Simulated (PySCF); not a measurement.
## Molecular orbitals of GeBi⁺

r²SCAN at R = 2.687 Å; Ge cc-pVDZ-PP with ECP10, Bi cc-pVDZ-PP with ECP60; scalar-relativistic core potentials (PySCF 2.14). State: ³Σ⁻ (triplet), unpaired electrons π ↑↑. Only the outer orbitals are listed, counted within each symmetry, core potentials removing the inner ones.

| spin | orbital | occ. | ε (eV) | on Ge (%) | main shells (%) |
| --- | --- | --- | --- | --- | --- |
| α | 7σ | 1 | -21.81 | 16 | 82 Bi s, 13 Ge s |
| α | 8σ | 1 | -18.04 | 80 | 80 Ge s, 15 Bi s |
| α | 5π | 1 | -11.57 | 29 | 70 Bi p, 28 Ge p |
| α | 5π | 1 | -11.57 | 29 | 70 Bi p, 28 Ge p |
| α | 9σ | 1 | -11.46 | 48 | 50 Bi p, 41 Ge p |
| α | 6π | 0 | -9.15 | 70 | 70 Ge p, 29 Bi p |
| α | 6π | 0 | -9.15 | 70 | 70 Ge p, 29 Bi p |
| α | 10σ | 0 | -5.89 | 55 | 55 Ge p, 44 Bi p |
| β | 7σ | 1 | -20.61 | 21 | 78 Bi s, 17 Ge s |
| β | 8σ | 1 | -17.28 | 76 | 76 Ge s, 18 Bi s |
| β | 9σ | 1 | -11.08 | 52 | 47 Ge p, 46 Bi p |
| β | 5π | 0 | -9.85 | 48 | 51 Bi p, 48 Ge p |
| β | 5π | 0 | -9.85 | 48 | 51 Bi p, 48 Ge p |
| β | 6π | 0 | -7.87 | 52 | 51 Ge p, 48 Bi p |

Task: Which are the highest filled and the lowest empty level, where do they sit, and how wide is the gap?

Result: Highest filled β 9σ at -11.08 eV (in %: 47 Ge p, 46 Bi p); lowest empty β 5π at -9.85 eV (in %: 51 Bi p, 48 Ge p); the gap at r²SCAN is 1.23 eV.

| Property | Result |
| --- | --- |
| bond order (Mayer) | 1.81 |
| ⟨S²⟩ | 2.007 |
| charge on Ge (Mulliken, basis-dependent) | 0.48 |
| charge on Ge (Löwdin, basis-dependent) | 0.44 |
| dipole moment (positive dipole points towards Bi; it is taken about the centre of mass and depends on that origin) | -2.60 D |

These are scalar-relativistic numbers at best; spin–orbit coupling would shift them, the dissociation energy most. The state is the lowest determinant that a PBE0 search found; another state may lie lower at other levels.
